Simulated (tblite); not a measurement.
Isomers of C4H9N3OSi2. Computed values, GFN2-xTB/tblite, gas phase, harmonic and unscaled. This tight-binding method is rough: wavenumbers can miss measured ones by several per cent, in bad cases by 10 to 20. Modes of hydrogen on silicon can be 10 to 20 % off. One conformer each.

Electronic energies: GFN2-xTB at the same geometries; isomer energies are rough at this level and their order can be wrong.

| SMILES | electronic energy, lowest = 0 (kcal/mol) |
| --- | --- |
| Cc1ncnnc1O[SiH2][SiH3] | 28.9 |
| Cc1ncnnc1[SiH2]O[SiH3] | 0.0 |
| C[SiH2]c1ncnnc1O[SiH3] | 30.6 |

Question: How do GFN2-xTB zero-point energies change the relative energies?

Answer: 
```json
{"SMILES": "Cc1ncnnc1[SiH2]O[SiH3]", "ZPE (kcal/mol)": "77.8", "of it from modes above 1550 cm⁻¹": "33.6", "electronic (kcal/mol)": "0.0", "with ZPE, lowest = 0 (kcal/mol)": "0.0", "lowest mode (cm⁻¹)": "34", "rings": "1"}
{"SMILES": "Cc1ncnnc1O[SiH2][SiH3]", "ZPE (kcal/mol)": "77.8", "of it from modes above 1550 cm⁻¹": "35.5", "electronic (kcal/mol)": "28.9", "with ZPE, lowest = 0 (kcal/mol)": "28.9", "lowest mode (cm⁻¹)": "29", "rings": "1"}
{"SMILES": "C[SiH2]c1ncnnc1O[SiH3]", "ZPE (kcal/mol)": "77.5", "of it from modes above 1550 cm⁻¹": "33.8", "electronic (kcal/mol)": "30.6", "with ZPE, lowest = 0 (kcal/mol)": "30.3", "lowest mode (cm⁻¹)": "39", "rings": "1"}
```

The zero-point energies span 0.3 kcal/mol, from `C[SiH2]c1ncnnc1O[SiH3]` to `Cc1ncnnc1[SiH2]O[SiH3]`. The order is unchanged.
